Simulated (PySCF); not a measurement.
# Worked example: dipole moment from atomic charges

C2H5ITe, SMILES CC[Te]I. Atoms are numbered in the order given.

```xyz
9

Te    -0.6612    -0.3606     0.9875
I      1.1371     0.9050    -0.6036
C     -1.1466    -1.9227    -0.4366
C     -1.8320    -1.4427    -1.6955
H     -1.7857    -2.5962     0.1591
H     -0.2055    -2.4528    -0.6397
H     -1.1951    -0.7392    -2.2532
H     -2.7821    -0.9352    -1.4736
H     -2.0452    -2.2968    -2.3596
```

Geometry: PBE0-D3(BJ)/def2-SVP. The def2 effective core potentials stand for the cores of I, Te; spin–orbit coupling is left out. Other conformers were not sampled.

Charges (e) from PySCF with PBE/def2-TZVP:

| atom | Mulliken | ESP fit |
|---|---|---|
| Te1 | 0.130 | -0.033 |
| I2 | -0.149 | -0.071 |
| C3 | -0.316 | -0.168 |
| C4 | -0.328 | -0.176 |
| H5 | 0.129 | 0.163 |
| H6 | 0.150 | 0.080 |
| H7 | 0.139 | 0.066 |
| H8 | 0.125 | 0.062 |
| H9 | 0.121 | 0.076 |

The dipole moment of the full density is 2.10 D.

**Question.** What dipole moment does each set of point charges give, and which comes closer to that of the density?

**Answer.** 
μ = Σ q r, and 1 e Å = 4.8032 D.
Mulliken: Σ q r = (-0.315, -0.301, 0.054) e Å, |μ| = 2.11 D.
ESP fit: Σ q r = (-0.258, -0.376, -0.063) e Å, |μ| = 2.21 D.
Mulliken comes closer in size. Point charges leave out the atoms' own dipoles (lone pairs, polarised bonds); fits to the potential absorb them, partitions of the density don't.
